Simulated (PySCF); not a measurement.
These are PBE-D3(BJ)/def2-TZVP (PySCF 2.14.0) values and carry that method's errors. Gas-phase values, no solvent. 

Reference species (SMILES): `[AlH2][SiH3]` (neutral, multiplicity 1).

- HOMO–LUMO gap: 3.67 eV
- LUMO: -2.89 eV

Changed species: `[AlH3]` (3 of 3 SiH3 replaced by H; the reference has 2 of 3 SiH3 replaced by H).

Question: What does the change do to the HOMO–LUMO gap and LUMO?

Answer: the HOMO–LUMO gap rises by 1.08 eV, to 4.75 eV; the LUMO rises by 0.35 eV, to -2.54 eV.
